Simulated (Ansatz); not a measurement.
Cost and result for the atomization energy of ClFHSSi, SMILES `F[SiH]([S])Cl` radical (5 atoms, 4 bonds).

```xyz
5

F     0.9947   -0.4176   -1.2481
Si   -0.0588   -0.0200   -0.1306
S     0.3061    1.8833    0.6813
Cl    0.1513   -1.3006    1.4380
H    -1.3932   -0.1452   -0.7406
```

The species carries charge 0 and has multiplicity 2. All single points use the PBE0-D4/def2-TZVP geometry. Program: Ansatz. All runs use 2 threads of a server CPU on a shared host. Times are those of one run each, without the atoms' runs, and a repeat can differ threefold. Electronic energies, without spin–orbit coupling; frozen cores. CCSD(T)/CBS adds CCSD(T) − MP2 in def2-TZVPP to the MP2 limit, and its time is that of the two runs behind it. T1 = 0.012; ⟨S²⟩ of the reference is 0.76. B3LYP takes the VWN-RPA correlation (the form of Gaussian; ORCA's B3LYP/G).

CCSD(T)/CBS is a level of theory with its own doubt, some kJ/mol a heavy atom from the limit and from the frozen cores, so smaller differences don't rank the functionals.

| level | functions | wall time | atomization (kJ/mol) | difference from CCSD(T)/CBS | per bond |
| --- | --- | --- | --- | --- | --- |
| LDA (SPW92)/def2-TZVPP | 171 | 5.5 s | 1869.1 | 238.0 | 59.5 |
| CCSD(T)/def2-SVP | 73 | 9 s | 1451.2 | -179.9 | -45.0 |
| revPBE-D4/def2-TZVPP | 171 | 12 s | 1604.4 | -26.7 | -6.7 |
| B2PLYP/def2-TZVPP | 171 | 19 s | 1595.0 | -36.1 | -9.0 |
| PBE0-D4/def2-TZVPP | 171 | 22 s | 1617.4 | -13.7 | -3.4 |
| BHLYP-D4/def2-TZVPP | 171 | 23 s | 1563.7 | -67.4 | -16.8 |
| CAM-B3LYP-D4/def2-TZVPP | 171 | 23 s | 1617.8 | -13.3 | -3.3 |
| B3LYP-D4/def2-TZVPP (with forces) | 171 | 24 s | 1606.4 | -24.7 | -6.2 |
| ωB97X-V/def2-TZVPP | 171 | 43 s | 1642.5 | 11.4 | 2.8 |
| MP2/def2-QZVPP | 297 | 61 s | 1666.3 | 35.2 | 8.8 |
| ωB97M-V/def2-TZVPP (with forces) | 171 | 63 s | 1638.7 | 7.6 | 1.9 |
| CCSD(T)/def2-TZVPP | 171 | 2.5 min | 1567.7 | -63.4 | -15.9 |
| CCSD(T)/CBS(def2) | – | 3.5 min | 1631.1 | 0.0 | 0.0 |

At CCSD(T), def2-SVP lies −179.9 kJ/mol from the extrapolated value and def2-TZVPP −63.4 kJ/mol: correlation converges slowly with the basis, and small sets miss more of it in the bonded molecule than in its fragments. From PBE to PBE0 (25 % exact exchange), in def2-TZVPP and without D4, the atomization energy moves by −30.5 kJ/mol: exact exchange takes away binding that semilocal exchange gives to molecules. In def2-TZVPP, CCSD(T) changes the Hartree–Fock value by +367.8 kJ/mol (the triples alone add +30.0 kJ/mol) and MP2 by +428.0 kJ/mol; breaking electron pairs costs correlation energy, which Hartree–Fock lacks.
